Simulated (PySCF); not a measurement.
A geometry optimisation on `O=CC#[C][GeH2][Br]`.

Method: PBE0-D3(BJ)/def2-SVP geometry optimisation, gas phase (PySCF 2.14.0). Start geometry: GFN2-xTB. A driver script takes a list of jobs; this job's settings line and coordinates (Å) are shown.

Command:
```bash
OMP_NUM_THREADS=1 python probes_run.py task.json out
```

Input:
```
{"job": {"xc": "PBE0", "basis": "def2-SVP", "d3": "d3bj", "grid": 1, "shake": 0.01, "kind": "geom"}, "charge": 0, "multiplicity": 1}
O     -3.272180    -0.883170     0.249620
C     -2.532990    -0.047750    -0.193740
C     -1.122660    -0.083030    -0.052590
C      0.132930    -0.129210     0.085980
Ge     1.996450    -0.128150     0.231260
Br     2.729910     1.738160    -0.838830
H     -2.854740     0.840030    -0.767300
H      2.590420    -1.319110    -0.454730
H      2.390670    -0.004930     1.706590
```

Output:
```
step   0  E = -4840.96837188  max force = 0.099801
step   1  E = -4840.97333906  max force = 0.011032
step   2  E = -4840.97366641  max force = 0.004931
step   3  E = -4840.97389680  max force = 0.011456
step   4  E = -4840.97382120  max force = 0.005558
step   5  E = -4840.97413126  max force = 0.001677
step   6  E = -4840.97423829  max force = 0.001362
step   7  E = -4840.97425018  max force = 0.003549
step   8  E = -4840.97426336  max force = 0.003005
step   9  E = -4840.97428063  max force = 0.001102
step  10  E = -4840.97426766  max force = 0.000852
step  11  E = -4840.97428314  max force = 0.000583
step  12  E = -4840.97429364  max force = 0.000224
optimisation converged
```

Energies in Eh; «max force» is the largest Cartesian gradient component in Eh/bohr.

Q: How much energy does the optimisation release, in eV?

A: E(step 0) − E(last step) = 0.005922 Eh, which is 0.161 eV.

Q: Give the first gradient maximum in eV/Å.

A: With 1 Eh/bohr = 51.422 eV/Å, 5.132 eV/Å.

In short: final energy -4840.97429 Eh after 12 steps; dipole 1.61 D.

Q: Give the final coordinates.

A: 0.035 Å rms from the input after alignment:
```
atom  x, y, z in Å
O1    -3.3696   -0.5613   -0.0243
C2    -2.5103    0.2031   -0.3789
C3    -1.0970    0.0089   -0.1168
C4     0.0991   -0.1211    0.0848
Ge5    1.9637   -0.3133    0.3821
Br6    3.0042    1.4764   -0.6242
H7    -2.7442    1.1356   -0.9475
H8     2.4601   -1.5939   -0.2919
H9     2.2523   -0.2511    1.8832
```

Hardware: one thread of an Arm Neoverse V2, shared host with 48 logical CPUs at a one-minute load of 34. Cost: 2.1 min wall, 0.56 GiB resident at most.
Labels such as C1 count atoms from 1, the log's own numbers from 0.
